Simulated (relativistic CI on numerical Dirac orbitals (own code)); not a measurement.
Tm3+: M4,5 absorption edge

Computed with this model: Dirac-Coulomb-Breit CI, separate exchange-only KLI orbitals for each configuration, model QED, valence Slater integrals scaled by 0.9, multiplet model of core-to-valence dipole absorption; configurations [Xe] 4f12 → [Ar] 3d9 4s2 4p6 4d10 4f13 5s2 5p6; 300 K; Lorentzian 0.9 eV and Gaussian 0.4 eV FWHM. Energies are those of the free ion, without screening or charge transfer. The branching ratio is the share of the lower-energy edge in the whole absorption, uncertain by about 0.02 where the edges overlap. S is read from ⟨S²⟩ = S(S + 1).

free ion: ground-state S = 1.00, centroid 1466.56 eV, branching ratio 0.963. Peaks (eV, height): 1462.9 (33), 1465.1 (100), 1467.7 (18).

The statistical ratio of this edge is 3/5 = 0.600. Values above it arise where the holes sit mainly in the j = l + 1/2 valence subshell or the ground state has high spin; values below it where core-valence Coulomb terms move weight to the upper edge, as in nearly empty shells.

Strongest unbroadened transitions for free ion:

```json
{"Energy (eV)": "1462.85", "Relative strength": "28.9"}
{"Energy (eV)": "1465.08", "Relative strength": "100.0"}
{"Energy (eV)": "1467.72", "Relative strength": "14.7"}
{"Energy (eV)": "1510.34", "Relative strength": "5.4"}
```
